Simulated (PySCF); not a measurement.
# Correlation energy of Pm⁴³⁺ (promethium, charge +43)

Starting occupation: [Ar]. All numbers are calculated (PySCF 2.14, X2C-1e with screened-nucleus spin-orbit coupling, Gaussian nucleus, in an uncontracted even-tempered set (18 s from 3.4 bohr⁻², ratio 2.6; 14 p from 4.4 bohr⁻², ratio 2.6; 5 d from 4.5 bohr⁻², ratio 2.8; 3 f from 74 bohr⁻², ratio 2.8)). Frozen: [Ne]; 8 electrons correlated; the 62 highest virtual spinors left out.

MP2 pair energies summed by pair of shells (mhartree):

| pair | energy | share (%) |
| --- | --- | --- |
| 3p3/2-3p3/2 | -179.95 | 41.7 |
| 3p1/2-3p3/2 | -159.17 | 36.9 |
| 3p1/2-3p1/2 | -41.29 | 9.6 |
| 3p3/2-3s1/2 | -23.41 | 5.4 |
| 3s1/2-3s1/2 | -14.76 | 3.4 |
| 3p1/2-3s1/2 | -12.54 | 2.9 |

Total MP2 correlation energy: -431.11 mhartree.

The virtual space was cut to 50 spinors, which keep -415.98 of the -431.11 mhartree of MP2 correlation.

```json
{"level": "CCSD", "correlation energy (mhartree)": "-457.86"}
{"level": "(T)", "correlation energy (mhartree)": "-2.14"}
{"level": "CCSD(T)", "correlation energy (mhartree)": "-460.00"}
```

Diagnostics: T1 = 0.00025, largest double amplitude 0.038.

Cost of the coupled-cluster step: about 24 core-seconds, for 8 occupied and 50 virtual spinors.

Iterations:

```
Init t2, MP2 energy = -0.415976726476654
CCSD nocc = 8, nmo = 58
Init t2, MP2 energy = -0.415976726476654
Init E_corr(GCCSD) = -0.415976726476654
cycle = 1  E_corr(GCCSD) = -0.451584926497419  dE = -0.0356082  norm(t1,t2) = 0.013759
cycle = 2  E_corr(GCCSD) = -0.456709130799388  dE = -0.0051242043  norm(t1,t2) = 0.00275022
cycle = 3  E_corr(GCCSD) = -0.457897145786913  dE = -0.00118801499  norm(t1,t2) = 0.000734226
cycle = 4  E_corr(GCCSD) = -0.457858952439751  dE = 3.81933472e-05  norm(t1,t2) = 7.55592e-05
cycle = 5  E_corr(GCCSD) = -0.457859901594488  dE = -9.49154737e-07  norm(t1,t2) = 6.92482e-06
cycle = 6  E_corr(GCCSD) = -0.457859817637968  dE = 8.39565197e-08  norm(t1,t2) = 5.5305e-07
cycle = 7  E_corr(GCCSD) = -0.457859821069508  dE = -3.43154066e-09  norm(t1,t2) = 4.57215e-08
GCCSD converged
E(GCCSD) = -8412.00380394593  E_corr = -0.4578598210695085
```

The coupled-cluster values are those of the cut space; adding the MP2 remainder, -15.13 mhartree, estimates the full space.

At this charge the one-electron X2C treatment keeps the bare 1/r₁₂, with no two-electron picture change or Breit term. The effect here is smaller than on the frozen 1s shell.
